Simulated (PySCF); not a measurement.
C6H7F3Si.
Numbering: `[CH:1]#[C:2][Si@@H:3]1[CH2:4][CH2:5][C@H:6]1[C:7]([F:8])([F:9])[F:10]` (hydrogens: H11 on C1; H12 on Si3; H13, H14 on C4; H15, H16 on C5; H17 on C6)

Cartesian coordinates in Å at the PBE0-D3(BJ)/def2-SVP level; atoms count from 1:
```
atom  x, y, z in Å
C1     3.5076   -0.8139    0.3339
C2     2.3541   -0.6701   -0.0272
Si3    0.6188   -0.4417   -0.5654
C4     0.0670    1.3631   -0.6368
C5    -0.4571    1.1909    0.8142
C6    -0.5584   -0.3561    0.9412
C7    -1.9341   -0.8914    0.6945
F8    -2.8238   -0.4547    1.5953
F9    -1.9590   -2.2272    0.7314
F10   -2.4011   -0.5185   -0.5142
H11    4.5277   -0.9387    0.6533
H12    0.3206   -1.3844   -1.6792
H13   -0.7590    1.4864   -1.3537
H14    0.8011    2.1649   -0.7932
H15   -1.4019    1.7143    1.0329
H16    0.2880    1.5571    1.5355
H17   -0.2065   -0.7666    1.8975
```

Level: PBE0/def2-SVPD in PySCF, non-relativistic, on one gas-phase PBE0-D3(BJ)/def2-SVP geometry that isn't relaxed in the solvent. The solvent is an IEF-PCM continuum (cavity from Bondi-type radii × 1.2), and excitations are vertical TDDFT with non-equilibrium linear response and a frozen core. Only the electrostatic response of the medium enters.

Gas-phase singlets (H = HOMO, L = LUMO):

```csv
state,E (eV),λ (nm),f,leading configurations
S1,5.805,214,0.002,"H→L 65%, H-2→L 11%"
S2,6.102,203,0.015,"H-1→L 50%, H→L+1 32%"
S3,6.167,201,0.004,"H-1→L+1 69%, H→L 12%"
S4,6.844,181,0.011,"H-2→L 80%, H→L 12%"
S5,7.223,172,0.285,"H→L+1 41%, H-1→L 20%"
```

Give the list for benzene (ε = 2.271), n² = 2.25.

```csv
state,E (eV),λ (nm),f,leading configurations,change by rank (eV)
S1,5.822,213,0.003,"H→L 66%, H-2→L 12%",+0.017
S2,6.107,203,0.022,"H-1→L 51%, H→L+1 31%",+0.005
S3,6.179,201,0.007,"H-1→L+1 68%, H→L 10%",+0.012
S4,6.820,182,0.020,"H-2→L 79%, H→L 14%",-0.024
S5,7.120,174,0.424,"H→L+1 43%, H-1→L 24%",-0.103
```

How do the frontier levels move from gas to benzene?

| orbital | gas (eV) | solvent (eV) | change (eV) | Löwdin shares, gas | Löwdin shares, solvent |
| --- | --- | --- | --- | --- | --- |
| LUMO+2 | 0.61 | 0.71 | +0.10 | C1 17 %, Si3 13 %, C2 10 %, H16 9 % | C1 18 %, Si3 16 %, C2 11 %, H17 7 % |
| LUMO+1 | -0.29 | -0.20 | +0.09 | C1 31 %, C2 28 %, Si3 15 %, H11 7 % | C1 32 %, C2 29 %, Si3 15 %, H11 6 % |
| LUMO | -0.68 | -0.59 | +0.09 | C1 25 %, C2 25 %, Si3 22 %, C4 6 % | C1 25 %, C2 25 %, Si3 22 %, C4 6 % |
| HOMO | -8.18 | -8.08 | +0.10 | C1 22 %, C2 21 %, C4 18 %, Si3 12 % | C1 20 %, C2 20 %, C4 20 %, Si3 13 % |
| HOMO-1 | -8.29 | -8.22 | +0.07 | C1 28 %, C2 27 %, C6 16 %, Si3 10 % | C1 26 %, C2 26 %, C6 17 %, Si3 10 % |
| HOMO-2 | -9.06 | -8.98 | +0.08 | C2 27 %, C1 23 %, Si3 11 %, C5 11 % | C2 29 %, C1 24 %, Si3 11 %, C5 11 % |
| HOMO-3 | -9.31 | -9.22 | +0.09 | C2 20 %, C6 16 %, C1 16 %, Si3 16 % | C2 21 %, C1 17 %, C6 16 %, Si3 15 % |

The HOMO–LUMO gap goes from 7.50 to 7.50 eV.
